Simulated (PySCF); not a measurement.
Structure problem from calculated spectra and properties.

Formula: C4H5N2O; charge -1.

| Quantity | Value |
| --- | --- |
| Couplings | largest of the computed one-bond spin–spin couplings (means over like bonds): 13C–1H +191.2, 13C–1H +180.3, 13C–1H +143.2 (×3), 13C–13C +86.5, 17O–13C +22.7, 17O–13C +22.3, 15N–13C -5.1, 15N–13C +1.5 Hz [B3LYP/pcJ-1, spin–dipole term left out for some pairs] |
| 1H NMR | chemical shifts (computed TMS as zero) by class: 6.33 (1 H), 5.95 (1 H), 3.56 (3 H) ppm [GIAO PBE0/pcSseg-1] |
| 13C NMR | chemical shifts (computed TMS as zero) by class: 160.4 (1 C), 135.8 (1 C), 102.4 (1 C), 53.3 (1 C) ppm [GIAO PBE0/pcSseg-1] |
| Rotational structure | rotational constants A, B, C: 8.090, 2.158, 1.722 GHz [PBE0-D3(BJ)/def2-SVP] |
| NMR, other nuclei | isotropic shieldings of nuclei other than C and H, by class: -27 (1 N), 7 (1 N), 280 (1 O) ppm [GIAO PBE0/pcSseg-1] |

Gas-phase values; electronic properties from PySCF, density fitting. Levels stand in brackets. Isolated species at its PBE0-D3(BJ)/def2-SVP geometry (one conformer only). The HOMO energy is positive, so at this level the finite basis confines the outermost electrons. No diffuse functions stand in pcJ-1 and pcSseg-1, which bears on an anion's orbital energies. NMR values are class means; diastereotopic atoms form classes of their own.

**Question.** What is the compound? Reason from the data.

**Answer.** Numbering: `[CH3:1][O:2][c:3]1[cH:4][n:5][cH:6][n-:7]1`. 4 carbons fall into 4 classes; from least to most shielded: aromatic carbon bearing oxygen [C3] (160.4 ppm), aromatic CH next to a ring nitrogen [C6] (135.8 ppm), aromatic CH next to a ring nitrogen [C4] (102.4 ppm), methoxy carbon [C1] (53.3 ppm). Hydrogen classes from least to most shielded: 1 H on an aromatic CH next to a ring nitrogen, C6 (6.33 ppm), 1 H on an aromatic CH next to a ring nitrogen, C4 (5.95 ppm), 3 H on a methoxy carbon, C1 (3.56 ppm, a mean of values up to 0.8 ppm apart in this geometry). The other shieldings belong to: -27 ppm, ring nitrogen [N5]; 7 ppm, two-coordinate ring nitrogen [N7]; 280 ppm, aryl ether oxygen [O2]. The couplings run between: +191.2 Hz, aromatic CH next to a ring nitrogen [C6] and its hydrogen; +180.3 Hz, aromatic CH next to a ring nitrogen [C4] and its hydrogen; +143.2 Hz, methoxy carbon [C1] and its hydrogen (with 2 like pairs); +86.5 Hz, aromatic carbon bearing oxygen [C3] and aromatic CH next to a ring nitrogen [C4]; +22.7 Hz, aryl ether oxygen [O2] and aromatic carbon bearing oxygen [C3]; +22.3 Hz, aryl ether oxygen [O2] and methoxy carbon [C1]; -5.1 Hz, two-coordinate ring nitrogen [N7] and aromatic carbon bearing oxygen [C3]; +1.5 Hz, ring nitrogen [N5] and aromatic CH next to a ring nitrogen [C6]. By its constants the optimised geometry is an asymmetric top. Structure: `COC1=CN=C[N-]1`. The assignments are read from this structure; whether some other isomer fits the data as well wasn't checked.

Shape of the structure used: `[CH3:1][O:2][c:3]1[cH:4][n:5][cH:6][n-:7]1`: C1–O2–C3–C4 176°.
